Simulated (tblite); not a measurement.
C7H16P2.
Atom-mapped SMILES: `[CH3:1][CH2:2][CH2:3][P:4]1[CH2:5][CH2:6][PH:7][CH2:8][CH2:9]1` (hydrogens: H10, H11, H12 on C1; H13, H14 on C2; H15, H16 on C3; H17, H18 on C5; H19, H20 on C6; H21 on P7; H22, H23 on C8; H24, H25 on C9)

Structure optimised with GFN2-xTB, isolated species.

**Question.** What internal coordinates does the optimisation give?

**Answer.** 
```tsv
bond	length (Å)	order
C1–C2	1.524	single
C2–C3	1.526	single
C3–P4	1.862	single
P4–C5, P4–C9	1.860	single
C5–C6, C8–C9	1.532	single
C6–P7, P7–C8	1.858	single
C1–H10, C1–H11, C1–H12	1.088	single
C2–H13, C2–H14	1.093	single
C3–H15, C3–H16	1.095	single
C5–H17 and 3 like bonds	1.094	single
C6–H19 and 3 like bonds	1.093	single
P7–H21	1.410	single
```

Bonds in one row agree within 0.01 Å and their mean is given. Orders are formal, as drawn. A selection of angles:
```tsv
angle	degrees
C2–C1–H10	110.5
H10–C1–H11	108.3
C1–C2–C3	111.6
C1–C2–H13	109.6
C3–C2–H13	109.1
H13–C2–H14	107.6
C2–C3–P4	111.9
C2–C3–H15	109.4
C2–C3–H16	110.5
P4–C3–H15	106.9
P4–C3–H16	110.0
H15–C3–H16	108.0
C3–P4–C5	98.2
C3–P4–C9	100.0
C5–P4–C9	96.8
P4–C5–C6	108.6
P4–C5–H17	109.3
P4–C5–H18	108.4
C6–C5–H17	111.5
H17–C5–H18	107.7
C5–C6–P7	108.3
C5–C6–H19	111.1
P7–C6–H19	107.8
P7–C6–H20	110.1
H19–C6–H20	107.8
C6–P7–C8	96.2
C6–P7–H21	95.8
```

Torsions: C1–C2–C3–P4 -177° (antiperiplanar); C2–C3–P4–C5 -175° (antiperiplanar); C3–P4–C5–C6 175° (antiperiplanar); P4–C5–C6–P7 -10° (synperiplanar); C5–C6–P7–C8 -61° (synclinal); C6–P7–C8–C9 76° (synclinal); P7–C8–C9–P4 -12° (synperiplanar); C3–P4–C9–C8 -159° (antiperiplanar). The mirror-image conformer, all signs reversed, is as good.

Of the pairs four or more bonds apart, H16···H25 is among the closest relative to their van der Waals radii: 2.45 Å, 102 % of the sum of Bondi's values. All 5 C–P bonds measure 1.858 to 1.862 Å. P7 (phosphine phosphorus) is pyramidal (angles 96.2°, 95.8° and 95.7°, sum 287.8°, 0.86 Å off the plane of its three neighbours). The 6-membered ring P4–C5–C6–P7–C8–C9 has internal angles of 96.2° to 108.6° (sum 627°, against 720° for a flat polygon); it is puckered, 0.51 Å rms from its mean plane, widest ring torsion 76°. P4 (phosphine phosphorus) is pyramidal (angles 100.0°, 98.2° and 96.8°, sum 294.9°, 0.91 Å off the plane of its three neighbours).

Point group: C1 (no symmetry element, even within 0.4 Å). Its GFN2-xTB frequencies are all real (lowest 46 cm⁻¹). The numbers are those of one conformer. 2 starts were optimised and ended at 0.00 and 0.33 kcal/mol (GFN2-xTB); the lowest of these is shown.

The run took 1.9 s wall on Arm Neoverse N1, one thread (shared host). That covers the optimisation of the geometry.

These are computed values.
